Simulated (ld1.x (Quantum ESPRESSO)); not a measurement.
Before and after: ultrasoft potential for Ga (Z = 31)

* Element: Ga (Z = 31)
* Generator: ld1.x (Quantum ESPRESSO) 7.5
* Type: ultrasoft
* Functional: BLYP
* Relativity: non-relativistic
* Frozen core: [Ar]
* Valence charge: 13
* Reference configuration: 3d10 4s2 4p1
* Partial waves: 4s (bound): rcut 1.65, rcutus 2.05 bohr; 4s channel at 0.25 Ry: rcut 1.65, rcutus 2.05 bohr; 4p (bound): rcut 1.50, rcutus 2.00 bohr; 4p channel at 0.15 Ry: rcut 1.50, rcutus 2.00 bohr; 3d (bound): rcut 0.90, rcutus 1.15 bohr; 3d channel at -0.7 Ry: rcut 0.90, rcutus 1.15 bohr
* Local potential: all-electron potential smoothed inside 1.20 bohr (lloc = -1)
* Core correction: a·sin(br)/r model core, default radius (core density twice the valence density)
* Augmentation charge: PSQ, inside the norm-conserving radii

Change: core correction a·sin(br)/r model core inside 1.26 bohr.

Cutoffs: the cutoffs (Ry, on a coarse ladder) from which the occupation-weighted sum of valence levels, in a spherical-Bessel basis at the reference potential, stays within 10 and 1 mRy of its value at 400 Ry; they do not see the model core or the augmentation charge, which bear on the density cutoff. Errors are all-electron minus pseudo energies relative to the spin-unpolarised reference configuration.

**Question.** Predict the effect on cutoff, ghosts and configuration errors.

**Answer.** The potential gets neither clearly harder nor softer (110 Ry and 180 Ry → 110 Ry and 180 Ry); both files keep a bound ghost (s); of the 7 tests that both files solve, the error grows in 0 and shrinks in 3 by more than 15 % and 0.3 meV (median size 5.0 → 3.9 meV). The default core radius of the base comes out at 0.31 bohr. A wider model core is smoother and lowers the density cutoff, which this test does not measure.

| quantity | base | changed |
| --- | --- | --- |
| cutoff, loose | 110 Ry | 110 Ry |
| cutoff, tight | 180 Ry | 180 Ry |
| bound ghosts | s | s |
| error for 3d10 4s2 4p0, meV [ΔE 5.70 eV] | +0.1 | +0.1 |
| error for 3d10 4s1 4p0, meV [ΔE 26.57 eV] | -5.0 | -3.9 |
| error for 3d10 4s0 4p0, meV [ΔE 57.60 eV] | -28 | -22 |
| error for 3d10 4s2 4p0.5, meV [ΔE 2.02 eV] | 0.0 | 0.0 |
| error for 3d10 4s0 4p3, meV [ΔE 12.89 eV] | -9.4 | -8.0 |
| error for 3d10 4s1 4p1, meV [ΔE 12.76 eV] | -2.9 | -2.4 |
| error for 3d9 4s2 4p2, meV [ΔE 20.95 eV] | -265 | -233 |
| s: phases at 2.25 bohr within 0.05 rad from the reference energy up to (Ry; the scan ends near 5) | to the end of the scan | to the end of the scan |
| p: phases at 2.25 bohr within 0.05 rad from the reference energy up to (Ry; the scan ends near 5) | 4.7 | 4.7 |
| d: phases at 2.25 bohr within 0.05 rad from the reference energy up to (Ry; the scan ends near 5) | to the end of the scan | to the end of the scan |
| lowest overlap eigenvalue by channel | s 0.28, p 0.56, d 0.99 | s 0.28, p 0.56, d 0.99 |

 A true bound ghost makes a file unfit for plane-wave use even where its test errors are small: the radial tests pick states by their node count and pass the ghost by.
